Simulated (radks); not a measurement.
The numbers below are computed, except where a source is named.
Q: These are the eigenvalues of the occupied orbitals of an atom or ion with whole-number occupations (hartree). Level of theory: scalar-relativistic Kohn-Sham, PBEsol, spin-unpolarised, spherical densities, finite nucleus; Fermi nuclear charge, rms radius of each element as measured or else 0.836 A^(1/3) + 0.57 fm (a radial shooting solver on a logarithmic mesh with Libxc functionals).

orbital  eigenvalue
1s        -2881.648
2s        -507.6442
2p        -440.3733
3s        -120.4948
3p        -100.8943
3d        -79.58817
4s        -27.16675
4p        -20.73510
4d        -12.91278
5s         -5.35736
4f         -4.21751
5p         -3.64973
5d         -1.69498
7s         -0.60775

Which element is it, and in what charge state? The configuration may be excited.

A: Z = 78, platinum, charge +3: Pt3+ in [Xe] 4f14 5d6 7s1. The list shows which subshells hold electrons but not how many an open one holds; the 1s level, -2881.6 hartree, gives Z - s = 75.9 by -(Z - s)^2/2, which with screening and relativity narrows Z to a few neighbours, and the depths of the outer levels then fix element, charge and occupations together.
